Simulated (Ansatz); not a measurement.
```yaml
crystal:
  periodic: [false, false, false]
  atoms:
    - {symbol: Si, position_ang: [-1.113220, -1.216277, 0.062944]}
    - {symbol: Si, position_ang: [1.371597, 0.869467, 0.292916]}
    - {symbol: Si, position_ang: [0.603636, -0.561624, -1.427771]}
    - {symbol: Si, position_ang: [-0.861602, 0.908024, 1.073926]}
    - {symbol: H, position_ang: [-1.143273, 1.081916, 2.532001]}
    - {symbol: H, position_ang: [1.519453, -1.588890, -2.012651]}
    - {symbol: H, position_ang: [2.219505, 0.085531, 1.248350]}
    - {symbol: H, position_ang: [-0.587570, -2.272121, 0.987792]}
    - {symbol: H, position_ang: [2.065312, 2.148513, -0.051788]}
    - {symbol: H, position_ang: [-1.640504, 1.922676, 0.292663]}
    - {symbol: H, position_ang: [0.012033, 0.263111, -2.530490]}
    - {symbol: H, position_ang: [-2.445346, -1.640325, -0.467891]}
basis:
  gaussian: {orbitals: "6-31++G**"}
hamiltonian: {xc: {name: B2PLYP}}
```

```sh
$ ansatz run in.yaml --threads 4 --pin off --events-out ev --progress --plain --max-ram 3916MiB
```

Output, abridged:

```
Functional definition: B2PLYP
1212 factors; integrals over basis functions are off by at most 1.7e-3 eV
mean field evaluation 1: about -31619.6226 eV, gradient 1.3e1 eV
mean field evaluation 2: about -31619.9668 eV, gradient 1.3e1 eV
mean field evaluation 4: about -31620.7715 eV, gradient 1.8e0 eV
mean field evaluation 8: about -31620.7859 eV, gradient 1.9e-2 eV
mean field evaluation 16: about -31620.7859 eV, gradient 4.3e-6 eV
mean field -31620.78591673 eV, -1162.0424491012 hartree, gradient 4.3e-6 eV, S^2 0.000000; 0 other end points of the search recorded, 0 dependent functions left out
20 core orbitals not correlated: weight in the atoms' cores, before any rotation towards them, 1.000 or more for the frozen orbitals, at most 0.000 for the correlated occupied ones
reference -31620.78617876 eV, -1162.0424587307 hartree; 12, 12 occupied and 108, 108 virtual orbitals, 1212 factors
second order -12.90998062 eV of doubles, -0.00000000 eV of singles
Total energy: -31624.27187353 eV, -1162.1705556507 hartree
```

Hardware: 4 threads of Arm Neoverse V1 on a shared host. Wall time 3.5 s.

The 6-31G sets use Cartesian d functions. Correlated methods freeze 20 core orbitals.
